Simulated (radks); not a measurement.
The numbers below are computed, except where a source is named.
Q: Excited configurations of neutral manganese: one electron is placed in a higher orbital outside [Ar] 3d5 4s1. The ground configuration is [Ar] 3d5 4s2. Level of theory: non-relativistic Kohn-Sham, TPSS, spin-unpolarised, spherical densities, point nucleus; meta-GGA in the generalised Kohn-Sham scheme (a radial shooting solver on a logarithmic mesh with Libxc functionals). Excitation = E - E(ground); binding = E(ion) - E, where the ion is the core of charge +1; n* = 1/sqrt(2 binding) in atomic units, and the quantum defect is n - n*.

outer orbital  excitation (eV)  binding (eV)     n*  quantum defect  eigenvalue (eV)  <r> (bohr)
4d                       6.618         1.583  2.932           1.068           -0.704       10.23
5d                       7.185         1.017  3.658           1.342           -0.556       18.90
6f                       7.749         0.452  5.485           0.515           -0.276       42.98
7p                       7.521         0.681  4.471           2.529           -0.433       32.02

Estimate the row for 4p.

A: excitation (eV) 3.798; binding (eV) 4.403; n* 1.758; quantum defect 2.242; eigenvalue (eV) -2.038; <r> (bohr) 4.259. The Delta-SCF ionisation energy is 8.201 eV (NIST Atomic Spectra Database: 7.434 eV, measured). Self-interaction in the functional shifts the binding energies and quantum defects, so they are the method's values and not measured ones. Spin polarisation and multiplet splitting are left out, so open shells lie too high by an amount that depends on their filling.

Beside tabulated values, note that spin-unpolarised runs miss the spin-polarisation part of the exchange energy of open shells.
